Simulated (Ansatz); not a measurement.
Geometry optimisation, RKS PBE/def2-SVP (Ansatz).

Input file:

```yaml
crystal:
  periodic: [false, false, false]
  atoms:
    - { symbol: Al, position_ang: [0.0, 0.0, 0.0] }
    - { symbol: "N", position_ang: [0.0, 0.0, 2.27] }
    - { symbol: H, position_ang: [-0.877, -0.2713, 2.8] }
    - { symbol: H, position_ang: [0.877, 0.2713, 2.8] }
    - { symbol: O, position_ang: [1.5415, 0.0, -0.89] }
    - { symbol: H, position_ang: [1.8414, -0.9519, -1.0449] }
    - { symbol: "N", position_ang: [-1.6627, 0.0, -0.96] }
    - { symbol: H, position_ang: [-2.3316, -0.8164, -0.8614] }
    - { symbol: H, position_ang: [-1.9118, 0.8164, -1.5886] }
    - { symbol: Br, position_ang: [-0.7885, 2.4479, 0.8545] }
    - { symbol: H, position_ang: [-0.3926, 1.2189, 2.0782] }
basis:
  gaussian: { orbitals: def2-SVP }
hamiltonian:
  xc: pbe
relax:
  f_tol: 0.15
  max_steps: 25
  restrain:
    - { distance: [0, 9], at: 2.41, k: 30.0 }
    - { distance: [10, 1], at: 1.06, k: 30.0 }
    - { distance: [0, 1], at: 3.12, k: 30.0 }
    - { distance: [10, 9], at: 2.75, k: 30.0 }
```

Command:

```bash
$ ansatz run input.yaml --threads 4 --pin off --max-ram 5120MiB --backend cpu --events-out ev --progress --plain --runs-dir out
```

Task: Where does it end, and by what steps?

Result: The run converged. The restraints hold the end off the free minimum. After 10 steps the energy has fallen by 1.878 eV (the restraints' own energy left out); Br10 moved furthest, 0.87 Å.

```tsv
step	energy less start (eV)	largest force component (eV/Å)	accepted
0	0.0000	2.229	yes
1	-0.4367	3.473	yes
2	-0.5165	3.453	yes
3	-0.7905	2.669	yes
4	-1.3173	2.831	yes
5	-1.5598	2.130	yes
6	-1.6986	1.410	yes
7	-1.8168	0.877	yes
8	-1.8293	1.025	yes
9	-1.8448	0.893	yes
10	-1.8778	0.946	yes
```

```xyz
11
Properties=species:S:1:pos:R:3
Al -0.125 0.548 -0.480
N -0.147 0.145 2.591
H -0.908 -0.192 3.192
H 0.738 -0.115 3.043
O 1.445 -0.104 -0.703
H 1.617 -0.797 -1.358
N -1.634 -0.092 -1.175
H -1.803 -1.061 -1.453
H -2.519 0.413 -1.122
Br -0.178 2.783 0.340
H -0.190 1.187 2.584
```

Time of the run: 17 s on 4 threads of Arm Neoverse V1 (shared host), peak memory 0.18 GiB.
